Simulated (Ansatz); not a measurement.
Input file for Ansatz (an electronic-structure program): R-CCSD(T)/aug-cc-pV(D+d)Z on HCl (SMILES Cl) with ghost functions, monomers drawn apart or pushed together. Files ending in .json are basis or fitting sets from the Basis Set Exchange.

Ansatz 0.2 input:
```yaml
crystal:
  periodic: [false, false, false]
  atoms:
    - {symbol: Cl, position_ang: [0.62551507, 1.13809305, -0.22468063]}
    - {symbol: H, position_ang: [1.11864222, -0.03363166, -0.05764518]}
basis:
  gaussian:
    orbitals: aug-cc-pV_D+d_Z.json
    ghost_atoms:
      - {symbol: Si, position_ang: [-0.30072707, -0.26003036, 3.77693047]}
      - {symbol: H, position_ang: [-0.43750867, 1.20958668, 3.85744242]}
      - {symbol: H, position_ang: [-1.28185680, -0.80744296, 2.81416856]}
      - {symbol: H, position_ang: [-0.53845805, -0.85639737, 5.11172746]}
      - {symbol: H, position_ang: [1.06780479, -0.60961898, 3.33037149]}
magnetization: {spin_polarized: false}
correlation: {method: ccsd_t, electrons: outside_noble_gas}
scf: {lower_state_search: off}
```

Output:

```
WARN ansatz: RAYON_NUM_THREADS=2 ignored (pool sized by the plan → 2); use --threads N
Functional definition: HF
these checks for a lower state are left out or cut short: stability, starts, cluster_reference, orbital_swaps, neighbouring_geometries, increment
integrals: 0.14 GiB planned
894 factors; integrals over basis functions are off by at most 1.5e-3 eV
mean field: 0.19 GiB planned
mean field evaluation 1: about -12519.4177 eV, gradient 1.0e1 eV
mean field evaluation 2: about -12519.4179 eV, gradient 1.0e1 eV
mean field evaluation 4: about -12519.8091 eV, gradient 1.1e0 eV
mean field evaluation 8: about -12519.8165 eV, gradient 1.5e-5 eV
mean field -12519.81653810 eV, -460.0947715386 hartree, gradient 6.9e-7 eV, S^2 0.000000; 0 other end points of the search recorded, 0 dependent functions left out
5 core orbitals not correlated
reference -12519.81653810 eV, -460.0947715386 hartree; 4, 4 occupied and 100, 100 virtual orbitals, 894 factors
second order -4.42869055 eV of doubles, -0.00000000 eV of singles
coupled cluster: 0.43 GiB planned
cycle   1  -4.80691294 eV  change   -3.8e-1 eV  update   3.8e-2
cycle   2  -4.91130169 eV  change   -1.0e-1 eV  update   1.2e-2
cycle   3  -4.91964760 eV  change   -8.3e-3 eV  update   2.8e-3
cycle   4  -4.91944149 eV  change    2.1e-4 eV  update   6.5e-4
cycle   5  -4.91922149 eV  change    2.2e-4 eV  update   1.4e-4
cycle   6  -4.91919694 eV  change    2.5e-5 eV  update   4.3e-5
cycle   7  -4.91920000 eV  change   -3.1e-6 eV  update   1.4e-5
cycle   8  -4.91920135 eV  change   -1.4e-6 eV  update   4.4e-6
perturbative correction -0.12120724 eV, -0.0044542840 hartree
Total energy: -12524.85694669 eV, -460.2800031380 hartree
Checks for a lower state left out: stability, starts, cluster_reference, orbital_swaps, neighbouring_geometries, increment
```

The calculation finished and met its thresholds.

Cost: about 5 core-seconds (a rough figure).
